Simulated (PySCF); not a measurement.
C3H11FSi2, SMILES CC(C)[SiH2][SiH2]F. Coordinates come from a PBE-D3(BJ)/def2-SVP optimisation. This is a generated structure with no PubChem entry under its InChIKey; it may be hypothetical. The values are those of a single conformer.

Task: Give the equilibrium geometry at PBE-D3(BJ)/def2-SVP (PySCF confirms it by a frequency run) as a Z-matrix. (Estimate from the structure and the level; the computed values follow.)

Result: One answer among several that fit: 
```
C
H 1 1.1140
C 1 1.5363 2 108.60
H 3 1.1093 1 112.41 2 -59.61
H 3 1.1111 4 107.56 1 -122.33
H 3 1.1112 4 107.58 5 -114.80
C 1 1.5377 2 108.92 3 122.31
H 7 1.1090 1 111.98 2 55.52
H 7 1.1097 8 107.48 1 -122.31
H 7 1.1112 8 107.55 9 -115.67
Si 1 1.9140 2 105.36 3 -119.21
H 11 1.5080 1 110.66 2 -63.87
H 11 1.5102 12 108.12 1 -122.16
Si 11 2.3571 12 109.59 13 -116.93
F 14 1.6560 11 108.20 12 -78.30
H 14 1.5055 15 107.75 9 -137.89
H 14 1.5065 16 108.24 15 115.75
```
